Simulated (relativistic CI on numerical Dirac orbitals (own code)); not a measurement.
## Slater and spin-orbit integrals, Lu5+

Method of calculation: Dirac-Coulomb-Breit CI, orbitals from a KLI potential per configuration, a model potential for QED, valence Slater integrals scaled by 0.85, P86 correlation energy added to each configuration (own radial code, finite nucleus).

Slater integrals F^k, G^k are unscaled and averaged over j, outside the closed core [Kr] 4d10; ζ comes from projecting the Hamiltonian with its Breit term on Σ l·s of the shell.

- 4f¹²5s²5p⁶: F^2(4f,4f) = 149330, F^4(4f,4f) = 94140, F^6(4f,4f) = 67856, ζ(4f) = 3500.4 cm⁻¹; <r>(4f) = 0.6535, <r^2>(4f) = 0.5335 (bohr units).
- 4f¹³5s²5p⁵: ζ(4f) = 3330.3, F^2(4f,5p) = 61684, G^2(4f,5p) = 29269, G^4(4f,5p) = 23235, ζ(5p) = 42295 cm⁻¹; <r>(4f) = 0.6713, <r^2>(4f) = 0.5676, <r>(5p) = 1.294, <r^2>(5p) = 1.884 (bohr units).
- 4f¹⁴5s²5p⁴: F^2(5p,5p) = 81802, ζ(5p) = 40850 cm⁻¹; <r>(5p) = 1.307, <r^2>(5p) = 1.924 (bohr units).

Averages of the first 10 configurations, taken without configuration mixing, which lowers the lowest level and can move excited configurations by several eV; other configurations of the list can lie among them:

| Configuration | Parity | States | Average energy above the lowest level (eV) |
| --- | --- | --- | --- |
| 4f¹²5s²5p⁶ | even | 91 | 2.9 |
| 4f¹³5s²5p⁵ | even | 84 | 19.0 |
| 4f¹⁴5s²5p⁴ | even | 15 | 39.1 |
| 4f¹²5s²5p⁵5d | odd | 5460 | 42.7 |
| 4f¹¹5s²5p⁶5d | odd | 3640 | 31.8 |
| 4f¹¹5s²5p⁶6s | odd | 728 | 42.4 |
| 4f¹³5s²5p⁴5d | odd | 2100 | 58.0 |
| 4f¹²5s²5p⁵5f | even | 7644 | 72.9 |
| 4f¹²5s5p⁶5d | even | 1820 | 79.1 |
| 4f¹¹5s²5p⁶6p | even | 2184 | 51.4 |
